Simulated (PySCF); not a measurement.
## Ca: interval between two levels

Ca [Ar] 4s2 → Ca [Ar] 3d2 [3F4, M_J = 4], as a difference of total energies. Calculation: PySCF 2.14, in x2c-TZVPall-2c (6s7p3d, 42 functions); the two-component X2C-1e Hamiltonian. Correlated levels: [Ne] frozen; the 6 highest virtual spinors dropped. "Screened" scales the spin-orbit matrix elements by Boettger's factors to mimic the two-electron term; Breit and QED terms are absent.

```
                    method  interval between two levels (cm⁻¹)
           GHF (spin-free)                               48005
          GMP2 (spin-free)                               54783
 GHF (screened spin-orbit)                               48004
GMP2 (screened spin-orbit)                               54793
```

The labels give the starting determinants; with spin-orbit coupling the two ends relaxed to ⟨J²⟩ = 0.00, ⟨L²⟩ = 0.00, ⟨S²⟩ = 0.00 and ⟨J²⟩ = 20.00, ⟨L²⟩ = 12.00, ⟨S²⟩ = 2.00.
